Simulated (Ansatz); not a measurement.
Program: Ansatz. Geometries: PBE0-D4/def2-TZVP. ΔE: electronic, gas phase. CCSD(T)/CBS is the MP2 limit (def2-TZVPP, def2-QZVPP) plus CCSD(T) − MP2 in def2-TZVPP, frozen cores. This one scheme is used for every species, atoms too. Open shells (•) are unrestricted, without spin–orbit coupling. Spin–orbit coupling would lower the free atoms: a little for Al, C; clearly for Ge. Bonds to Ge are less sure, by a few kJ/mol each and by 10 to 20 or more in all where they break to atoms, as the def2 sets lack core-valence functions. Scalar relativity is left out up to krypton. Each species was taken in one conformer, which may not be the lowest.

`[NH2][AlH][CH2][GeH3]` → Al• + C• + Ge• + 8 H• + N•  (atomization)

```csv
species,CCSD/CBS(def2) energy (Eh)
`[NH2][AlH][CH2][GeH3]`,-2415.70585
Al•,-241.93706
C•,-37.78991
Ge•,-2076.01196
H•,-0.50000
N•,-54.53031
```

Task: Work out ΔE.

Result: ΔE = 8 × (-0.50000) + (-241.93706) + (-37.78991) + (-2076.01196) + (-54.53031) − (-2415.70585) = 1.43661 Eh = +3771.8 kJ/mol. CCSD(T)/CBS gives +3816.1 kJ/mol.

Largest T1 diagnostic among the species: 0.018.

From PBE to PBE0 (25 % exact exchange), in def2-TZVPP and without D4, ΔE moves by −31.6 kJ/mol: exact exchange takes away binding that semilocal exchange gives to molecules. The D4 term adds +37.2 kJ/mol with B3LYP and +19.8 kJ/mol with PBE0; it sums over pairs of atoms, weighted by their polarisabilities, and B3LYP, whose exchange is more repulsive, gets the larger term. In def2-TZVPP, CCSD(T) changes the Hartree–Fock value by +954.0 kJ/mol (the triples alone add +44.3 kJ/mol) and MP2 by +954.5 kJ/mol; breaking electron pairs costs correlation energy, which Hartree–Fock lacks.

B3LYP here is the variant with VWN-RPA as its local correlation; programs differ in this.

For atomizations the MP2-based limit and the directly extrapolated one differ by several kJ/mol either way, and by 10 to 25 for some Ge, Se and Sn compounds, so smaller differences from it don't rank the levels.
